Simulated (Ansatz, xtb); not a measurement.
Diatomic CoAs, multiplicity 5 (lowest of 2S+1 = 1, 3, 5, 7 at PBE0/def2-TZVPP; our sources give no spin for the ground state, which may be another). No spin–orbit coupling. Co is treated without relativity. As is treated without relativity.

Constants: fifth-degree fit in 1/R to seven points, most abundant isotopes. Runs in def2 and cc sets follow the lowest solution found near the PBE0 minimum.

The values were computed with Ansatz (Gaussian basis) for Hartree–Fock, density functionals and correlated methods; xtb for the GFN methods.  The GFN methods have no spin term and hold the electronic entropy of 300 K.

```tsv
level	r_e (Å)	ω_e (cm⁻¹)	ω_e x_e (cm⁻¹)	dipole (D)
GFN2-xTB	2.172	313	2.2	-
PBE/def2-TZVPP	2.180	311	0.99	3.04
r2SCAN/def2-TZVPP	2.194	___	0.98	3.42
B97M-V/def2-TZVPP	2.230	296	1.0	3.25
B3LYP/def2-TZVPP	2.255	277	0.99	3.28
CAM-B3LYP/def2-TZVPP	2.250	279	0.93	3.69
wB97X-V/def2-TZVPP	2.251	280	0.89	4.26
wB97M-V/def2-TZVPP	___	___	0.88	3.94
```

Task: What belongs in the gaps?

Result: 
- wB97M-V/def2-TZVPP, r_e (Å): 2.270
- wB97M-V/def2-TZVPP, ω_e (cm⁻¹): 273
- r2SCAN/def2-TZVPP, ω_e (cm⁻¹): 307

Ansatz is a program for electronic structure.
